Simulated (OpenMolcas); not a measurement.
Ir3+ in a point-charge field

Ir3+ among 2 point charges of -1.5 e arranged as a linear pair (D∞h), 2.22 Å from the ion.
```
   0.0000    0.0000    2.2200  -1.50
   0.0000    0.0000   -2.2200  -1.50
```

```json
{
  "Program": "OpenMolcas",
  "Method": "CASSCF",
  "Basis": "ANO-RCC-VDZP [7s6p4d2f]",
  "Scalar Hamiltonian": "DKH2, point nucleus",
  "Active space": "6 electrons in 5 orbitals (5d)",
  "State averaging": "2S+1 = 5 even, 5 roots; 2S+1 = 3 even, 45 roots; 2S+1 = 1 even, 50 roots",
  "Spin-orbit coupling": "RASSI with atomic mean-field integrals over the reference wave functions"
}
```

The lowest spin-free states (labels by Λ), above the lowest:

| State | Degeneracy | E (cm-1) | Free-ion L (%) |
| --- | --- | --- | --- |
| 5Δ | 2 | 0.0 | D (100) |
| 5Π | 2 | 7239 | D (100) |
| 5Σ | 1 | 10161 | D (100) |
| 3Σ | 1 | 16219 | H (57) |
| 3Φ | 2 | 16444 | G (36) |
| 3Π | 2 | 17577 | H (79) |
| 3Δ | 2 | 17860 | H (64) |
| 3Γ | 2 | 19539 | H (53) |
| 3Σ | 1 | 20437 | P (74) |
| 3Π | 2 | 21153 | P (38) |
| 3Φ | 2 | 23897 | H (53) |
| 3Δ | 2 | 23984 | F (67) |
| 3Σ | 1 | 24514 | G (61) |
| 1Σ | 1 | 24842 | I (66) |
| 1Π | 2 | 25489 | I (73) |
| 3Σ | 1 | 25690 | F (80) |
| 3H | 2 | 25702 | H (100) |
| 3Π | 2 | 26331 | F (58) |
| 1Δ | 2 | 26538 | I (82) |
| 3Π | 2 | 26826 | P (49) |

The lowest levels with spin-orbit coupling:

| E (cm-1) | Degeneracy | 2S+1 | g |
| --- | --- | --- | --- |
| 0.0 | 2 | 5 (84 %) | 0.00 0.00 11.65 |
| 2073 | 2 | 5 (87 %) | 0.00 0.00 8.11 |
| 3849 | 2 | 5 (87 %) | 0.00 0.00 4.47 |
| 5225 | 2 | 5 (81 %) | 0.00 0.00 0.98 |
| 5607 | 1 | 5 (69 %) |  |
| 8265 | 1 | 5 (87 %) |  |
| 9645 | 1 | 5 (79 %) |  |
| 10087 | 2 | 5 (83 %) | 0.00 0.00 2.46 |
| 10603 | 2 | 5 (84 %) | 0.00 0.00 5.77 |
| 11138 | 2 | 5 (85 %) | 0.00 0.00 9.33 |
| 12488 | 2 | 5 (69 %) | 0.00 0.00 4.53 |
| 14396 | 1 | 5 (88 %) |  |
| 15298 | 2 | 5 (69 %) | 0.00 0.00 6.97 |
| 15791 | 1 | 5 (56 %) |  |
| 16778 | 2 | 3 (79 %) | 0.00 0.00 9.61 |
| 17129 | 2 | 5 (76 %) | 0.00 0.00 3.20 |
| 19568 | 1 | 3 (47 %) |  |
| 19602 | 2 | 3 (76 %) | 0.00 0.00 7.72 |
| 20436 | 2 | 3 (62 %) | 0.00 0.00 2.66 |
| 20918 | 2 | 3 (75 %) | 0.00 0.00 5.67 |

Powder χT (cm3 K/mol): 4.25 at 2 K, 4.25 at 10 K, 4.29 at 50 K, 4.32 at 100 K, 4.4 at 200 K, 4.48 at 300 K. The effective moment at 300 K is 2.828 √(χT) = 5.99 μB.

Without dynamic correlation the repulsion within the d shell is too large (B by tens of per cent), so at a given field states of lower spin stand too high. Point charges give a weaker field than real ligands, and real ions of this kind are as a rule low spin; the high spin found here belongs to the model. Point charges carry no covalency, so the field is a model and not that of real ligands. No measured value stands beside these numbers.

With an even number of electrons the g values are those of a degenerate or nearly degenerate non-Kramers pair.
